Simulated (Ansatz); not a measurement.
Input file for `BB(C)CC`:

```yaml
crystal:
  periodic: [false, false, false]
  atoms:
    - {symbol: B, position_ang: [-0.320495, 1.592468, 0.863227]}
    - {symbol: B, position_ang: [0.160931, 0.033465, 0.592907]}
    - {symbol: C, position_ang: [1.002344, -0.736913, 1.679159]}
    - {symbol: C, position_ang: [-0.197372, -0.730822, -0.735180]}
    - {symbol: C, position_ang: [-0.676654, 0.080572, -1.932610]}
    - {symbol: H, position_ang: [0.376456, 2.539042, 0.614846]}
    - {symbol: H, position_ang: [-1.392452, 1.857273, 1.337837]}
    - {symbol: H, position_ang: [0.888864, -1.823597, 1.619051]}
    - {symbol: H, position_ang: [0.852486, -0.416551, 2.712466]}
    - {symbol: H, position_ang: [2.055158, -0.522400, 1.442443]}
    - {symbol: H, position_ang: [0.629228, -1.397087, -1.015486]}
    - {symbol: H, position_ang: [-0.992955, -1.424397, -0.411864]}
    - {symbol: H, position_ang: [0.100899, 0.763930, -2.283860]}
    - {symbol: H, position_ang: [-0.958401, -0.553647, -2.777111]}
    - {symbol: H, position_ang: [-1.549937, 0.687966, -1.676226]}
basis:
  gaussian: {orbitals: def2-TZVPP}
correlation: {method: ccsd_t}
```

```sh
$ ansatz run in.yaml --threads 4 --pin off --events-out ev --progress --plain --max-ram 10444MiB
```

Log, shortened:

```
Functional definition: HF
1700 factors; integrals over basis functions are off by at most 1.0e-3 eV
mean field evaluation 1: about -4589.4582 eV, gradient 3.9e1 eV
mean field evaluation 2: about -4589.6160 eV, gradient 3.9e1 eV
mean field evaluation 4: about -4593.9043 eV, gradient 3.8e0 eV
mean field evaluation 8: about -4593.9657 eV, gradient 2.0e-1 eV
mean field -4593.96589288 eV, -168.8251326613 hartree, gradient 1.6e-6 eV, S^2 0.000000; 0 other end points of the search recorded, 0 dependent functions left out
5 core orbitals not correlated: weight in the atoms' cores, before any rotation towards them, 1.000 or more for the frozen orbitals, at most 0.000 for the correlated occupied ones
reference -4593.96589288 eV, -168.8251326613 hartree; 14, 14 occupied and 276, 276 virtual orbitals, 1700 factors
second order -19.84101863 eV of doubles, -0.00000000 eV of singles
cycle   1  -21.01232401 eV  change    -1.2e0 eV  update   9.0e-2
cycle   2  -21.54227801 eV  change   -5.3e-1 eV  update   2.6e-2
cycle   3  -21.61110682 eV  change   -6.9e-2 eV  update   1.1e-2
cycle   4  -21.60621733 eV  change    4.9e-3 eV  update   3.1e-3
cycle   5  -21.60550636 eV  change    7.1e-4 eV  update   1.5e-3
cycle   6  -21.60540022 eV  change    1.1e-4 eV  update   5.3e-4
cycle   7  -21.60529902 eV  change    1.0e-4 eV  update   1.8e-4
cycle   8  -21.60532885 eV  change   -3.0e-5 eV  update   6.7e-5
cycle   9  -21.60533676 eV  change   -7.9e-6 eV  update   2.2e-5
perturbative correction -0.80197668 eV, -0.0294720994 hartree
Total energy: -4616.37320631 eV, -169.6485862418 hartree
```

It took 16 min on 4 threads of an Arm Neoverse V1 on a shared host, with 3.7 GiB of host memory at the peak.

The correlation energy is -22.407 eV, 3.6 % of it from (T); the T1 diagnostic reads 0.0105.
